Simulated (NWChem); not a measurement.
System: C$_{2}$H$_{4}$GeO$_{2}$; SMILES C=C1[O][GeH2][O]1

Here is an NWChem input.

```
start job
memory heap 200 mb stack 700 mb global 900 mb
geometry units angstroms noautosym nocenter noautoz
  C      0.000000     0.000000    -2.599710
  C      0.000000     0.000000    -1.256891
  O      0.000000     1.117385    -0.432905
  Ge     0.000000     0.000000     1.028531
  O      0.000000    -1.117385    -0.432905
  H      0.000000    -0.952704    -3.142075
  H      0.000000     0.952704    -3.142075
  H     -1.310221     0.000000     1.852980
  H      1.310221     0.000000     1.852980
end
basis spherical
  C library cc-pvtz
  O library cc-pvtz
  Ge library cc-pvtz
  H library cc-pvtz
end
dft
  xc hfexch
  iterations 150
  semidirect filesize 400000000
end
property
  efieldgrad
end
task dft property
```

Coordinates come from a PBE-D3(BJ)/def2-SVP optimisation.

Vzz is the largest principal value of the second derivative of the potential at the nucleus (NWChem prints the opposite sign); η is the asymmetry. Non-relativistic.

Atoms are numbered as in the input.

Task: Predict the main results of this run. (Hartree-Fock/cc-pVTZ.) Quantities: Vzz O5 (a.u.); η O5; Vzz Ge4 (a.u.); η Ge4.

Result: 
- Vzz O5 (a.u.) = 1.511
- η O5 = 0.69
- Vzz Ge4 (a.u.) = 2.284
- η Ge4 = 0.43
